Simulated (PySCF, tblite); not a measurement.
One entry of a table of gas-phase calculations, keyed by method. Lists by class give the value and the number of equivalent atoms.

```json
{
 "formula": "C4H8N2Si",
 "smiles": "Cc1ccnn1[SiH3]",
 "charge": 0,
 "multiplicity": 1,
 "geometry_level": "GFN2-xTB",
 "atoms_angstrom": [
  ["C", -0.134, 1.799, 0.215],
  ["C", 0.516, 0.469, 0.112],
  ["C", 1.836, 0.103, 0.201],
  ["C", 1.832, -1.293, 0.022],
  ["N", 0.614, -1.74, -0.16],
  ["N", -0.202, -0.666, -0.107],
  ["Si", -1.923, -0.924, -0.318],
  ["H", 0.617, 2.564, 0.391],
  ["H", -0.67, 2.036, -0.704],
  ["H", -0.851, 1.812, 1.035],
  ["H", 2.683, 0.737, 0.369],
  ["H", 2.665, -1.969, 0.021],
  ["H", -2.049, -2.358, -0.507],
  ["H", -2.345, -0.135, -1.479],
  ["H", -2.592, -0.426, 0.888]
 ],
 "electronic_structure_code": "PySCF",
 "results": {
  "GFN2-xTB geometry": {
   "point_group": "Cs",
   "rotational_constants_GHz": [3.471, 2.15, 1.359]
  },
  "CAM-B3LYP/def2-SVPD ground state and vertical TDDFT (core frozen in the response)": {
   "dipole_D": 2.44,
   "homo_eV": -8.18,
   "lumo_eV": 1.05,
   "S1_eV": 6.49,
   "strongest_line_of_8_singlets_eV": 6.55,
   "T1_tda_eV": 4.48,
   "polarisability_au": 83.2,
   "r2_bohr2_about_centre_of_nuclear_charge": 896.5,
   "singlets_eV_and_f": [
    [6.49, 0.0],
    [6.55, 0.148],
    [6.65, 0.005],
    [6.79, 0.097],
    [6.91, 0.012],
    [7.18, 0.001],
    [7.34, 0.0],
    [7.5, 0.029]
   ],
   "triplets_tda_eV": [4.48, 5.36, 5.83]
  },
  "PBE0/pcSseg-1 ground state and GIAO shieldings, non-relativistic": {
   "shift_vs_computed_TMS_C_by_class_ppm": [
    [149.2, 1],
    [146.9, 1],
    [113.1, 1],
    [13.7, 1]
   ],
   "shift_vs_computed_TMS_H_by_class_ppm": [
    [7.63, 1],
    [6.29, 1],
    [5.23, 3],
    [2.55, 3]
   ],
   "shielding_other_nuclei_by_class_ppm": [
    ["N", -95.4, 1],
    ["N", 46.4, 1],
    ["Si", 399.9, 1]
   ],
   "charges_hirshfeld_e_by_atom": [-0.11, 0.04, -0.11, -0.03, -0.15, -0.07, 0.38, 0.06, 0.05, 0.05, 0.05, 0.06, -0.06, -0.07, -0.07]
  },
  "GFN2-xTB harmonic vibrations, gas phase": {
   "strongest_ir_bands_cm-1_km_per_mol_modes": [
    [744.5, 178.5, 1],
    [769.0, 290.7, 1],
    [801.1, 323.6, 1],
    [2236.0, 382.8, 1],
    [2248.5, 162.9, 1],
    [2378.9, 216.2, 1]
   ],
   "zpe_kcal_per_mol": 69.2
  }
 }
}
```

S1 lies 2.74 eV below the HOMO–LUMO gap; its leading configuration is HOMO→LUMO, weight 0.92. A dipole of 2.44 D is allowed in Cs, and pure rotational transitions are dipole-allowed.

Geometry: GFN2-xTB; no solvent or vibrations. NMR classes are plain means over equivalent atoms (diastereotopic ones count apart unless rotation or inversion swaps them), as if these changed places fast; in this geometry the members of some classes differ.
